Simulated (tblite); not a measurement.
Compound: C7H9O (doublet state).
Cartesian coordinates in Å at the GFN2-xTB level; atoms count from 1:
```
atom  x, y, z in Å
C1    -1.6801   -1.7197    0.7691
C2    -1.0606   -0.9987   -0.1451
C3    -0.0643    0.0774    0.1669
C4     1.2523   -0.2281   -0.4829
C5     2.3826   -0.3973    0.1757
C6    -0.5765    1.5207   -0.0971
C7    -0.4739    1.6323    1.3850
O8     0.0526    0.3673    1.5751
H9    -1.4883   -1.5684    1.8178
H10   -2.3923   -2.4820    0.5041
H11   -1.2412   -1.1356   -1.2028
H12    1.2035   -0.2907   -1.5618
H13    3.3082   -0.6095   -0.3311
H14    2.4138   -0.3331    1.2501
H15   -1.5810    1.5864   -0.5178
H16    0.1007    2.1487   -0.6835
H17   -0.1624    2.4422    2.0181
```

Level: GFN2-xTB in tblite, geometry and Hessian alike; calculated harmonic values, unscaled, isolated species. Against measured fundamentals such values can be off by several per cent, at times by over 20. One conformer, not necessarily the lowest. Open shells enter through the occupations alone, without spin polarisation, and single modes of such species can be off by tens of per cent.

Harmonic wavenumbers (cm⁻¹): 56.4, 82.7, 147.7, 211.7, 241.0, 272.9, 329.1, 488.8, 535.9, 537.5, 620.6, 634.3, 696.7, 872.5, 874.1, 894.3, 897.2, 958.2, 986.6, 1014.2, 1017.8, 1020.3, 1039.0, 1073.0, 1141.1, 1155.6, 1202.9, 1222.3, 1261.6, 1269.2, 1287.1, 1392.9, 1394.4, 1439.4, 1701.6, 1712.3, 2908.3, 2962.7, 3058.1, 3063.1, 3104.1, 3107.5, 3108.1, 3137.4, 3138.9.

A = 2612, B = 2143, C = 1587 MHz; mass 109.065 u (most abundant isotopes); point group C1, symmetry number 1; spin multiplicity 2.

Question: What is the zero-point energy?

Answer: Half the sum of the wavenumbers: 29636 cm⁻¹ = 354.52 kJ/mol.

Question: Entropy at 273.15 K, 1 bar (ideal gas, RRHO, classical rotation)?

Answer: Translation 165.55, rotation 115.99, vibration 84.29, spin (R ln 2) 5.76: S = 371.6 J/(mol K).

Question: And Cp and H(273.15 K) − H(0)?

Answer: Cp = 129.89 J/(mol K), of which vibrations give 96.63 (their classical limit is 45 R = 374.2); H(273.15 K) − H(0) = 21.67 kJ/mol without the zero-point energy, 12.59 from vibrations.

Question: Which modes carry the vibrational entropy at 273.15 K?

Answer: 56.4 cm⁻¹: 18.44; 82.7 cm⁻¹: 15.29; 147.7 cm⁻¹: 10.61; 211.7 cm⁻¹: 7.83; 241.0 cm⁻¹: 6.87; 272.9 cm⁻¹: 5.98 J/(mol K); the other 39 give 19.29 together.

Question: How do the functions run with temperature in this model?

Answer: 
```json
{"T (K)": "100", "S (J/(mol K))": "279.2", "Cp (J/(mol K))": "67.0", "H − H(0) (kJ/mol)": "4.87", "G − H(0) (kJ/mol)": "-23.05", "ln q(vib)": "1.19"}
{"T (K)": "200", "S (J/(mol K))": "335.9", "Cp (J/(mol K))": "101.1", "H − H(0) (kJ/mol)": "13.24", "G − H(0) (kJ/mol)": "-53.94", "ln q(vib)": "3.13"}
{"T (K)": "300", "S (J/(mol K))": "384.3", "Cp (J/(mol K))": "140.9", "H − H(0) (kJ/mol)": "25.31", "G − H(0) (kJ/mol)": "-89.98", "ln q(vib)": "5.14"}
{"T (K)": "500", "S (J/(mol K))": "474.1", "Cp (J/(mol K))": "213.1", "H − H(0) (kJ/mol)": "61.10", "G − H(0) (kJ/mol)": "-175.96", "ln q(vib)": "9.35"}
{"T (K)": "800", "S (J/(mol K))": "590.2", "Cp (J/(mol K))": "279.5", "H − H(0) (kJ/mol)": "135.96", "G − H(0) (kJ/mol)": "-336.19", "ln q(vib)": "15.69"}
{"T (K)": "1000", "S (J/(mol K))": "655.7", "Cp (J/(mol K))": "307.6", "H − H(0) (kJ/mol)": "194.83", "G − H(0) (kJ/mol)": "-460.92", "ln q(vib)": "19.69"}
```

q(vib) and H(0) count from the zero-point level.

Question: Blend soft modes into free rotors: weight 1/[1 + (100 cm⁻¹/ν̃)⁴] for the oscillator and the rest for a rotor with moment μB/(μ + B), μ = h/(8π²ν), B = 10⁻⁴⁴ kg m². What vibrational entropy results?

Answer: 78.25 J/(mol K) in place of 84.29, which changes −T·S at 273.15 K by +1.65 kJ/mol.

Question: What must be added to the electronic energy to get the Gibbs energy at 273.15 K and 1 bar?

Answer: ZPE + [H(273.15 K) − H(0)] − T·S = 354.52 + 21.67 − 101.50 = 274.69 kJ/mol.

Hindered rotation and anharmonicity are outside this model. Other conformers, if any are populated, would add a mixing term that is left out. The structure is chiral; the term R ln 2 for an equal mix with its mirror image is left out.
